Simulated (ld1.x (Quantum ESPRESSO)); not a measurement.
H (Z = 1): TM pseudisation with PBE, scalar-relativistic reference atom.

- Element: H (Z = 1)
- Generator: ld1.x (Quantum ESPRESSO) 7.5
- Type: norm-conserving Troullier–Martins (Kleinman–Bylander form)
- Functional: PBE
- Relativity: scalar-relativistic
- Frozen core: none
- Valence charge: 1
- Reference configuration: 1s1
- Partial waves: 1s (bound): rc 1.15 bohr; 2p channel at 0.45 Ry: rc 1.00 bohr
- Local potential: the p channel
- Core correction: none

All-electron outer shells of the reference configuration (PBE, scalar-relativistic, ld1.x):

```csv
shell,level (eV),outermost node (bohr),outermost maximum (bohr)
1s,-6.49,–,1.03
```

Results:

```json
{
 "Cutoffs needed": "21 Ry and 40 Ry (the cutoffs (Ry, on a coarse ladder) from which the occupation-weighted sum of valence levels, in a spherical-Bessel basis at the reference potential, stays within 10 and 1 mRy of its value at 400 Ry)",
 "Ghost test": "no extra level below or beside the all-electron valence levels (s, p, d, f tested) (spherical-Bessel basis up to 400 Ry, 20 bohr box)"
}
```

Generation and tests took about 0.25 s on one core of a shared server CPU.
